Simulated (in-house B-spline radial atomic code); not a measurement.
# TDHF excitations of the silicon ion Si²⁺

Method: TDHF. Computed with a B-spline radial code for spherical atoms: linear response of the closed shell [Ne] 3s2 with bare exchange (time-dependent Hartree-Fock); non-relativistic, point nucleus, no spin-orbit coupling, no double excitations, S, P, D and F terms only.

Command:
```bash
python run_td.py task.json out
```
Settings (radii: box in bohr, nucleus in fm):
```
Z                        14
electrons                12
configuration            [Ne] 3s2
hamiltonian              nr
method                   hf
box_radius               29.48
intervals                52
```

Run time, properties included: 0.2 s on 1 thread of Intel(R) Xeon(R) 6975P-C (Granite Rapids), on a shared host.

The lowest states, in the order of their Tamm-Dancoff energies; the method's threshold (minus the highest occupied level) is 32.16 eV. Labels give the largest channel, * marks a mixed state, and oscillator strengths are full-response dipole values. Energies in eV:

| state | full response | Tamm-Dancoff | oscillator strength |
| --- | --- | --- | --- |
| 3s → 3p 3P | ? | ? | - |
| 3s → 3p 1P | 9.946 | 10.312 | 1.65 |
| 3s → 3d 3D | 16.555 | 16.589 | - |
| 3s → 4s 3S | 17.865 | 17.885 | - |
| 3s → 3d 1D | 18.129 | 18.154 | - |
| 3s → 4s 1S | 18.880 | 18.897 | - |
| 3s → 4p 3P | 20.557 | 20.575 | - |
| 3s → 4p 1P | 21.049 | 21.084 | 0.0129 |
| 3s → 4d 3D | ? | ? | - |
| 3s → 4d 1D | 24.160 | 24.167 | - |
| 3s → 5s 3S | 24.323 | 24.329 | - |
| 3s → 4f 3F | 24.430 | 24.430 | - |
| 3s → 4f 1F | 24.523 | 24.523 | - |
| 3s → 5s 1S | 24.637 | 24.644 | - |
| 3s → 5p 3P | 25.437 | 25.442 | - |
| 3s → 5p 1P | 25.608 | 25.618 | 0.0119 |

(1) Where does 3s → 4d 3D lie?

(2) Where does 3s → 3p 3P lie?

(3) How large is the singlet-triplet splitting of 3s → 3p (P terms) in Tamm-Dancoff?

(4) What polarisabilities and dispersion coefficient does the method give?

Answers

(1) At 23.781 eV in full response, 23.787 eV in Tamm-Dancoff.

(2) At 4.623 eV in full response, 5.353 eV in Tamm-Dancoff.

(3) 4.96 eV, from the unrounded values.

(4) Dipole 12.59 bohr³, quadrupole 36.06 bohr⁵, C6 45.07 hartree·bohr⁶ for two such species.
